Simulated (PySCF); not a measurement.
**Excitation energy of Bi by level of theory**

Bi [Xe] 4f14 5d10 6s2 6p3 (4S) → Bi [Xe] 4f14 5d10 6s1 6p4 (4P), as a difference of total energies. Computed with PySCF 2.14 in aug-cc-pVTZ-PP with one added diffuse shell each of d, f type with ECP60MDF (6s5p5d3f, 67 functions), with scalar relativity through the core potential. Correlated levels: valence: 5s2 5p6 5d10 frozen. The calculations carry no spin-orbit coupling.

```tsv
method	excitation energy (cm⁻¹)
UHF	74710
LDA	81315
PBE	79828
PBE0	79127
r2SCAN	78809
B97-3	78783
MN15	81962
wB97M-V	77914
PW91	79983
MP2 (valence)	74155
SCS-MP2 (valence)	73967
```

Spin-orbit coupling is strong in these open shells (close to jj coupling). The scalar numbers leave it out and a first-order estimate fails, so it can dominate the gap to the real levels.

The upper state lies above the first ionisation limit, where it may autoionise and the basis confines it.
